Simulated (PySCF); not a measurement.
C₆H₆, SMILES C#C/C=C\C=C. Geometry optimised at B3LYP-D3(BJ)/def2-SVP. Other conformers were not sampled.

Computed equilibrium geometry at B3LYP-D3(BJ)/def2-SVP (PySCF confirms it by a frequency run) as Cartesian coordinates in Å, and its point group (one conformer of several):
point group Cs.
```xyz
12

C     -0.8625     2.5716     0.0000
C      0.0081     1.7228     0.0000
C      1.0501     0.7559     0.0000
C      0.8645    -0.5885     0.0000
C     -0.4237    -1.2553     0.0000
C     -0.5727    -2.5916     0.0000
H     -1.6332     3.3187     0.0000
H      2.0733     1.1465     0.0000
H      1.7537    -1.2274     0.0000
H     -1.3082    -0.6094     0.0000
H      0.2933    -3.2613     0.0000
H     -1.5613    -3.0566     0.0000
```
